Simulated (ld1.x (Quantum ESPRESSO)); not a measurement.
Building the PAW potential for boron (LDA (PZ), scalar-relativistic).

```json
{
  "Element": "boron (B)",
  "Generator": "ld1.x (Quantum ESPRESSO) 7.5",
  "Type": "PAW",
  "Functional": "LDA (PZ)",
  "Relativity": "scalar-relativistic",
  "Frozen core": "[He]",
  "Valence charge": "3",
  "Reference configuration": "2s2 2p1",
  "Partial waves": "2s (bound): rcut 0.85, rcutus 1.10 bohr; 2s channel at 2.1 Ry: rcut 0.85, rcutus 1.10 bohr; 2p (bound): rcut 3.55, rcutus 3.95 bohr; 2p channel at 0.05 Ry: rcut 3.55, rcutus 3.95 bohr; 3d channel at 0.25 Ry: rcut 2.00, rcutus 2.70 bohr; 3d channel at 2.25 Ry: rcut 2.00, rcutus 2.70 bohr",
  "Local potential": "all-electron potential smoothed inside 1.00 bohr (lloc = -1)",
  "Core correction": "a·sin(br)/r model core inside 0.85 bohr",
  "Augmentation charge": "BESSEL, radius 0.90 bohr"
}
```

All-electron outer shells of the reference configuration (LDA (PZ), scalar-relativistic, ld1.x):

| shell | level (eV) | outermost node (bohr) | outermost maximum (bohr) |
| --- | --- | --- | --- |
| 1s | -178.66 | – | 0.21 |
| 2s | -9.39 | 0.46 | 1.52 |
| 2p | -3.72 | – | 1.55 |

Results:

* Configuration tests: test run stopped at test 3 of 9 (negative rho)
* Lowest eigenvalue of the overlap operator: -2.35 (p channel); it is negative, so in a basis up to 400 Ry S is not positive definite and the file is unfit for use

The ghost test of this file was not conclusive. Its overlap operator is not positive definite in a basis up to 400 Ry (lowest eigenvalue p -2.35), so the file is unfit for use: the generalised eigenproblem breaks down once the basis is large enough, and its test numbers describe a broken file.

Generation and tests took about 1.9 s on one core of a shared server CPU.
